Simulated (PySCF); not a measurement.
Zn(F)(GeH3) (FGeH3Zn), SMILES [F][Zn][GeH3]. Atoms are numbered in the order given.

```xyz
6

Zn     0.0000     0.0000    -0.9275
F      0.0000     0.0000    -2.6792
Ge     0.0000     0.0000     1.4362
H      1.2443     0.7184     1.9929
H     -1.2443     0.7184     1.9929
H      0.0000    -1.4368     1.9929
```

The structure is a stationary point at PBE0-D3(BJ)/def2-SVP. The structure was generated by enumeration; whether it is a known compound was not checked.

Calculation: M06-2X/def2-TZVPD in PySCF.

ESP charges are fitted to the potential on shells at 1.4 to 2.0 van der Waals radii. Atomic charges (e):

| atom | meta-Löwdin | ESP fit |
|---|---|---|
| Zn1 | 1.17 | 0.81 |
| F2 | -0.82 | -0.55 |
| Ge3 | -0.18 | -0.41 |
| H4 | -0.06 | 0.05 |
| H5 | -0.06 | 0.05 |
| H6 | -0.06 | 0.05 |
